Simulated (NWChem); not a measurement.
# Correlation energy of H4AsSi

SMILES: [SiH3][AsH]
```xyz
6

Si    -1.4415    -0.5646     0.0448
As     0.7455     0.3405    -0.0258
H     -1.6489    -1.3550     1.2985
H     -2.4329     0.5523     0.0081
H     -1.6806    -1.4619    -1.1289
H      1.3421    -1.0680     0.0454
```
Charge 0, spin multiplicity 2.

Program: NWChem. The geometry was optimised at UPBE0/def2-SVP, a minimum by its harmonic frequencies.

Basis set: def2-SVP. Each correlation energy counts from its own Hartree-Fock reference.

```json
[
 {"method": "UMP2", "correlation energy (mHa)": "-320.0"},
 {"method": "SCS-UMP2", "correlation energy (mHa)": "-314.9"},
 {"method": "CCSD on UHF", "correlation energy (mHa)": "-352.8"},
 {"method": "CCSD[T] on UHF", "correlation energy (mHa)": "-362.4"},
 {"method": "CCSD(T) on UHF", "correlation energy (mHa)": "-361.9"},
 {"method": "CCSD on ROHF", "correlation energy (mHa)": "-356.6"},
 {"method": "CCSD[T] on ROHF", "correlation energy (mHa)": "-366.4"},
 {"method": "CCSD(T) on ROHF", "correlation energy (mHa)": "-365.9"}
]
```

The values span 51.5 mHa, from CCSD[T] on ROHF (lowest) to SCS-UMP2 (highest). 

The Hamiltonian is non-relativistic. The correlated methods keep 14 core orbitals frozen. The structure started from a generated list of species. No SCF solution was tested for a lower state. Open-shell Hartree-Fock references start from PBE0 orbitals. No row is a measurement; the coupled-cluster row has its own basis-set and correlation limits.
